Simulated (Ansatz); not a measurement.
Input for Ansatz (a program for electronic structure): U-PBE/cc-pVTZ on FGaH2 (SMILES [F][GaH2]), a point of a bond scan (R = 5.665 Å).

Ansatz 0.2 input:
```yaml
crystal:
  periodic: [false, false, false]
  atoms:
    - {symbol: Ga, position_ang: [-0.15314797, -0.29827289, 0.09911006]}
    - {symbol: H, position_ang: [0.62376958, -1.05783376, 1.21321406]}
    - {symbol: H, position_ang: [-1.47626948, -0.60250567, -0.66151679]}
    - {symbol: F, position_ang: [2.32806752, 4.53417332, -1.50661426]}
basis:
  gaussian:
    orbitals: cc-pVTZ
hamiltonian:
  xc: {name: PBE}
magnetization: {spin_polarized: true, initial_magnetization: 0}
```

The head of its log:

```
WARN ansatz: RAYON_NUM_THREADS=1 ignored (pool sized by the plan → 1); use --threads N
Functional definition: PBE
integrals: 0.02 GiB planned
629 factors; their error is unknown
mean field: 0.24 GiB planned
mean field evaluation 1: about -55104.6982 eV, gradient 4.6e1 eV
mean field evaluation 2: about -54727.6638 eV, gradient 1.2e2 eV
```

### Question
Give the final energy of this run.

### Answer
-2025.4116 hartree. Its determinant has ⟨S²⟩ = 0.66, a mixture of spin states.
